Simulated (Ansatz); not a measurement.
C2H6AlBO, relaxed with RKS PBE-D4/def2-SVP in Ansatz from a rough embedded geometry. The force threshold is 0.03 eV/Å; the program also tests the step.

The species carries charge 0 and has multiplicity 1. The bonds changed during the relaxation, so this is another structure than the one it started from.

Start:

```xyz
11

O     0.042   -1.266   -1.267
C    -0.009   -0.311   -0.295
Al   -0.754    1.461   -0.800
B     1.141   -0.356    0.861
C    -0.350   -0.877    1.030
H     0.734   -0.930   -1.947
H    -1.787    2.205    0.261
H    -0.056    2.353   -1.850
H     2.318   -0.150    1.158
H    -0.402   -1.945    1.118
H    -0.878   -0.185    1.731
```

```csv
step,energy (eV),largest force (eV/Å),largest move (Å)
1,-11473.0667,3.994,0.000
2,-11473.5490,1.372,0.146
3,-11473.6947,0.384,0.195
4,-11473.7160,0.440,0.200
5,-11473.7543,0.243,0.163
6,-11473.7656,0.127,0.078
7,-11473.7749,0.340,0.093
8,-11473.7820,0.321,0.033
9,-11473.7941,0.769,0.115
10,-11473.8129,0.537,0.045
11,-11473.8728,0.342,0.193
12,-11473.9605,0.797,0.197
13,-11474.0598,1.052,0.192
14,-11474.1284,0.620,0.116
15,-11474.1741,0.237,0.091
16,-11474.1943,0.217,0.112
17,-11474.2014,0.102,0.043
18,-11474.2101,0.089,0.118
19,-11474.2132,0.090,0.072
20,-11474.2154,0.043,0.070
21,-11474.2161,0.048,0.023
22,-11474.2165,0.052,0.035
23,-11474.2170,0.022,0.018
```

End:

```xyz
11

O     0.522   -1.041   -0.962
C    -0.633   -0.314   -0.122
Al   -0.639    1.521   -0.635
B     0.878   -0.398    0.427
C    -0.341   -1.118    1.115
H     0.760   -0.415   -1.693
H    -1.406    2.681    0.138
H     0.236    1.658   -1.983
H     1.856    0.285    0.612
H    -0.504   -2.211    1.066
H    -0.729   -0.650    2.037
```

It took 30 s on 4 threads of an Arm Neoverse V1 on a shared host, with 0.16 GiB of host memory at the peak.
